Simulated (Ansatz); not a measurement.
Wavefunction ladder for GaH₃Se₃, SMILES `[SeH][Ga]([SeH])[SeH]`

```xyz
7

Se   -2.1058   -0.3675    1.0307
Ga   -0.0487    0.3247    0.2002
Se    0.7084    2.4171    0.8684
Se    1.2563   -0.9543   -1.2373
H    -2.0346   -1.6457    0.3114
H     1.9400    2.2808    0.0796
H     0.2844   -2.0550   -1.2529
```

The species carries charge 0 and has multiplicity 1. Correlated methods include outer-core shells of Ga, Se, which these sets cover unevenly. Scalar relativity is left out up to krypton. Geometry: relaxed with PBE0-D4/def2-TZVP. It is one conformer, not always the lowest. Frozen core, restricted reference, Ansatz 0.2.0.

```json
{"basis": "def2-SVP", "HF (Eh)": "-9123.51851", "MP2 corr.": "-0.91822"}
{"basis": "def2-TZVPP", "HF (Eh)": "-9124.66188", "MP2 corr.": "-1.04085"}
{"basis": "def2-QZVPP", "HF (Eh)": "-9124.84308", "MP2 corr.": "-2.19908"}
```

(1) Estimate the CCSD correlation energy and the (T) correction in each basis where they were run (hartree).

Results:

(1) 
| basis | CCSD corr. | (T) |
| --- | --- | --- |
| def2-SVP | -0.92318 | -0.02758 |
| def2-TZVPP | -1.05430 | -0.04273 |
